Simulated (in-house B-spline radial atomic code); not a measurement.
Eu. Computed with a B-spline radial atomic code. Model: all-electron spherical atom, spin shells full or empty, radial basis limit, no spin-orbit coupling, Breit or QED, empty-state partial waves extrapolated as (l+1/2)^-4, RPA, G0W0 and static COHSEX of the highest shell as one setting changes (uncorrelated shells keep exact exchange).

Empty levels are discrete states of a finite basis, so the steps are uneven.

Without the two-electron picture change, core correlation of heavy ions comes too large.

Given: element Eu; charge 0; filled core Xe; hamiltonian one-electron scalar X2C; mean-field start r2SCAN; highest l of empty states 9; nuclear rms radius 5.1115 fm; lowest nl shells left uncorrelated 9; highest mean-field shell 6s down; box radius 40 bohr.

Shell: 4f 7 0, 6s 1 1 (electrons up and down).

```tsv
highest empty level kept (hartree)	RPA correlation energy (hartree)	G0W0 level (eV)	G0W0 minus most complete (meV)	COHSEX level (eV)	linearised minus solved G0W0 (meV)
1	-0.32161	-5.5413	199.9	-6.8925	16
2	-0.44553	-5.6241	117.2	-7.105	14.7
3.5	-0.59565	-5.671	70.3	-7.2216	13.9
6	-0.7053	-5.6991	42.2	-7.3018	13.5
10	?	?	?	?	?
18	-0.90159	-5.7299	11.3	-7.4024	12.9
30	?	?	?	?	?
60	-0.99409	-5.7401	1.2	-7.4365	12.8
120	-1.0046	-5.7409	0.4	-7.4415	12.7
250	-1.0088	-5.7412	0.1	-7.4432	12.7
600	-1.0094	-5.7412	0	-7.4435	12.7
2000	-1.0094	-5.7412	0	-7.4436	12.7
```

Q: What follows for highest empty level kept = 10?

A: RPA correlation energy -0.82131 hartree; G0W0 level -5.719 eV; G0W0 minus most complete 22.2 meV; COHSEX level -7.3622 eV; linearised minus solved G0W0 13.1 meV.

Q: What follows for highest empty level kept = 30?

A: RPA correlation energy -0.96408 hartree; G0W0 level -5.7362 eV; G0W0 minus most complete 5.1 meV; COHSEX level -7.4209 eV; linearised minus solved G0W0 12.8 meV.
